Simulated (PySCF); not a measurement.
Compound: [NbCl6]- (charge -1 and singlet state).
Structure used (PBE0-D3(BJ)/def2-SVP), in Å, numbered top down from 1:
```xyz
7
NbCl6 angstrom
Nb     0.0127   -0.0140   -0.0099
Cl     0.0003   -0.0239    2.3520
Cl     0.0189   -0.0040   -2.3719
Cl     2.3749    0.0049   -0.0035
Cl    -2.3492   -0.0368   -0.0240
Cl    -0.0038    2.3478    0.0022
Cl     0.0381   -2.3760   -0.0135
```

Method used: PBE0-D3(BJ)/def2-SVP geometry optimisation, gas phase, def2 core potentials past Kr (PySCF).

(1) Which atoms are bound to Nb1, and at what distances?

(2) List the angles at Nb1.

(3) What is the shape at Nb1?

(4) What are the rotational constants (commonest isotopes, rigid rotor)?

Answers

(1) 6 atoms: Cl6 2.362 Å, Cl3 2.362 Å, Cl5 2.362 Å, Cl2 2.362 Å, Cl7 2.362 Å, Cl4 2.362 Å.

(2) 
```tsv
angle	degrees	distance of the outer atoms (Å)
Cl2–Nb1–Cl3	179.9	4.72
Cl4–Nb1–Cl5	179.8	4.72
Cl6–Nb1–Cl7	179.7	4.72
Cl5–Nb1–Cl6	90.2	3.34
Cl3–Nb1–Cl7	90.2	3.34
Cl2–Nb1–Cl4	90.1	3.34
Cl5–Nb1–Cl7	90.1	3.34
Cl3–Nb1–Cl6	90.1	3.34
Cl2–Nb1–Cl5	90.0	3.34
Cl3–Nb1–Cl4	90.0	3.34
Cl2–Nb1–Cl6	89.9	3.34
Cl4–Nb1–Cl6	89.9	3.34
Cl2–Nb1–Cl7	89.8	3.34
Cl4–Nb1–Cl7	89.8	3.34
Cl3–Nb1–Cl5	89.8	3.33
```

(3) Octahedral: the three widest angles are 179.9°, 179.8° and 179.7°, the others run from 89.8° to 90.2°.

(4) A = 647.9, B = 647.6, C = 647.3 MHz: a spherical top.

Point group: Oh (every atom within 0.08 Å of its image). Charge -1, singlet. The geometry's basis has no diffuse functions, a weakness for an anion. PBE0-D3(BJ)/def2-SVP frequencies: not computed here.

On Arm Neoverse V2, one thread, no GPU, on a shared host, this took 1.7 min wall and 0.64 GiB of memory at its peak. This is the geometry optimisation.
